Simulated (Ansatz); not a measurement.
C2H7GeIn. The species carries charge 0 and has multiplicity 1. In: def2 effective core potential. The bonds changed during the relaxation, so this is another structure than the one it started from.

```xyz
11

C     0.943   -0.979   -1.515
C     0.483   -1.501   -0.375
In   -1.714   -1.930   -0.283
Ge   -0.625    1.527    1.163
H     0.283   -0.740   -2.353
H     1.994   -0.755   -1.700
H     1.227   -1.705    0.399
H    -1.750    0.475    1.012
H     0.576    0.889    1.867
H    -1.179    2.681    2.013
H    -0.238    2.036   -0.228
```

(1) What are the harmonic wavenumbers in cm⁻¹ at PBE0-D4/def2-TZVP (Ansatz, finite differences of forces, unscaled)? (Best estimate.)

(2) Is this a minimum?

(3) Give the ideal-gas thermochemistry at 298.15 K and 1 bar (rigid rotor, harmonic oscillator; point group C1, symmetry number 1).

(4) And at 400, 500, 600, 800 and 1000 K?

Results:

(1) Computed: 29, 45, 48, 82, 126, 153, 210, 326, 422, 802, 820, 823, 913, 919, 963, 981, 1063, 1254, 1434, 1626, 2083, 2158, 2185, 2192, 3065, 3090, 3135.

(2) Yes, all 27 modes are real.

(3) Zero-point energy 185.1 kJ/mol; H(298) − E = 211.7 kJ/mol; entropy 429.9 J/(mol·K), of which translation 176.0, rotation 125.2, vibration 128.7; G(298) − E = 83.5 kJ/mol. Modes under 100 cm⁻¹ are hindered rotations or soft bends, so the harmonic entropy is rough.

(4) 
```
T (K)  H − E (kJ/mol)  S (J/mol/K)  G − E (kJ/mol)
  400           224.9        468.0            37.7
  500           239.6        500.8           -10.8
  600           255.8        530.2           -62.3
  800           291.6        581.6          -173.7
 1000           331.1        625.6          -294.5
```
